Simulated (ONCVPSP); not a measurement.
## Wu-Cohen ONCV dataset for rhodium, scalar-relativistic all-electron reference.

```json
{"Element": "Rh", "Generator": "ONCVPSP 4.0.1", "Type": "optimised norm-conserving Vanderbilt (ONCV)", "Functional": "Wu-Cohen", "Relativity": "scalar-relativistic", "Frozen core": "[Ar] 3d10", "Valence charge": "17", "Reference configuration": "4s2 4p6 4d8 (charge +1)", "Partial waves": "4s: rc 1.00 bohr, ncon 4, nbas 9, qcut 6.9 1/bohr, 1 projector; 4p: rc 1.05 bohr, ncon 4, nbas 7, qcut 8.2 1/bohr, 2 projectors, debl 2 Ha; 4d: rc 1.95 bohr, ncon 3, nbas 7, qcut 9.7 1/bohr, 2 projectors, debl 3.3 Ha", "Local potential": "polynomial inside 0.65 bohr (lpopt 5, dvloc0 -1 Ha)", "Core correction": "Teter function, fcfact 2.5, rcfact 1.1"}
```

In the p channel the program set the typed energies aside and used -2.136, 0.250 Ha.

Results:

| Quantity | Value |
| --- | --- |
| Cutoffs needed | 181 Ha and 239 Ha (the cutoffs (Ha) at which the residual kinetic energy of the hardest occupied pseudo-wave falls to 1 and 0.1 mHa per electron) |
| Ghost test | ghosts flagged at negative energy: s at -404.9 eV, d at -167.9 eV; GHOST(+) flagged for p at 265.9 eV; a true bound ghost makes a file unfit for plane-wave use |
| Configuration tests | 2 of 4 tests not solved or not reliable |
| rms error of d²Exc/dni dnj | 3.31 mHa without and 2.20 mHa with the model core |

Generation and tests took about 2.5 s on one core of a shared server CPU.
